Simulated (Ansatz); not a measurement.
Cost and result for the atomization energy of H6O3Si2 (`O[SiH2][SiH](O)O`) (11 atoms, 10 bonds).

```xyz
11

O     1.9337    0.0526   -0.0882
Si    0.6139    0.9544   -0.5678
Si   -1.0993   -0.2069    0.5650
O    -0.2545   -1.2728    1.4913
O    -2.1670   -0.9442   -0.4432
H     2.8046    0.3170   -0.3876
H     0.4892    0.9421   -2.0558
H     0.7767    2.3820   -0.1651
H    -1.9671    0.6273    1.4258
H     0.6915   -1.2894    1.3149
H    -1.8218   -1.5621   -1.0893
```

Charge 0, multiplicity 1. The geometry is a stationary point of PBE0-D4/def2-TZVP. It is one conformer, not always the lowest. Program: Ansatz. All runs use 4 threads of an AMD EPYC 9R45 on a shared host. Times are those of one run each, without the atoms' runs, and a repeat can differ threefold. Electronic energies, without spin–orbit coupling; frozen cores. CCSD(T)/CBS adds CCSD(T) − MP2 in def2-TZVPP to the MP2 limit, and its time is that of the two runs behind it. T1 = 0.012. B3LYP takes the VWN-RPA correlation (the form of Gaussian; ORCA's B3LYP/G).

CCSD(T)/CBS is a level of theory with its own doubt, some kJ/mol a heavy atom from the limit and from the frozen cores, so smaller differences don't rank the functionals.

```json
{"level": "PBE-D4/def2-TZVPP (with forces)", "functions": "261", "wall time": "1 s", "atomization (kJ/mol)": "3990.5", "difference from CCSD(T)/CBS": "-9.6", "per bond": "-1.0"}
{"level": "PBE0-D4/def2-TZVPP", "functions": "261", "wall time": "1.2 s", "atomization (kJ/mol)": "3909.7", "difference from CCSD(T)/CBS": "-90.4", "per bond": "-9.0"}
{"level": "r2SCAN-D4/def2-TZVPP (with forces)", "functions": "261", "wall time": "1.6 s", "atomization (kJ/mol)": "3971.3", "difference from CCSD(T)/CBS": "-28.8", "per bond": "-2.9"}
{"level": "B3LYP-D4/def2-TZVPP (with forces)", "functions": "261", "wall time": "1.8 s", "atomization (kJ/mol)": "3951.0", "difference from CCSD(T)/CBS": "-49.1", "per bond": "-4.9"}
{"level": "B2PLYP/def2-TZVPP", "functions": "261", "wall time": "2 s", "atomization (kJ/mol)": "3919.4", "difference from CCSD(T)/CBS": "-80.7", "per bond": "-8.1"}
{"level": "ωB97X-V/def2-TZVPP", "functions": "261", "wall time": "2.8 s", "atomization (kJ/mol)": "3988.1", "difference from CCSD(T)/CBS": "-12.0", "per bond": "-1.2"}
{"level": "ωB97M-V/def2-TZVPP (with forces)", "functions": "261", "wall time": "3.8 s", "atomization (kJ/mol)": "3979.9", "difference from CCSD(T)/CBS": "-20.2", "per bond": "-2.0"}
{"level": "MP2/def2-QZVPP", "functions": "491", "wall time": "7.5 s", "atomization (kJ/mol)": "4028.0", "difference from CCSD(T)/CBS": "27.9", "per bond": "2.8"}
{"level": "CCSD(T)/def2-TZVPP", "functions": "261", "wall time": "46 s", "atomization (kJ/mol)": "3869.6", "difference from CCSD(T)/CBS": "-130.5", "per bond": "-13.1"}
{"level": "CCSD(T)/CBS(def2)", "functions": "–", "wall time": "53 s", "atomization (kJ/mol)": "4000.1", "difference from CCSD(T)/CBS": "0.0", "per bond": "0.0"}
```

From PBE to PBE0 (25 % exact exchange), in def2-TZVPP and without D4, the atomization energy moves by −77.4 kJ/mol: exact exchange takes away binding that semilocal exchange gives to molecules. In def2-TZVPP, CCSD(T) changes the Hartree–Fock value by +1047.4 kJ/mol (the triples alone add +56.4 kJ/mol) and MP2 by +1127.2 kJ/mol; breaking electron pairs costs correlation energy, which Hartree–Fock lacks. The D4 term adds +37.5 kJ/mol with B3LYP and +19.7 kJ/mol with PBE0; it sums over pairs of atoms, weighted by their polarisabilities, and B3LYP, whose exchange is more repulsive, gets the larger term.
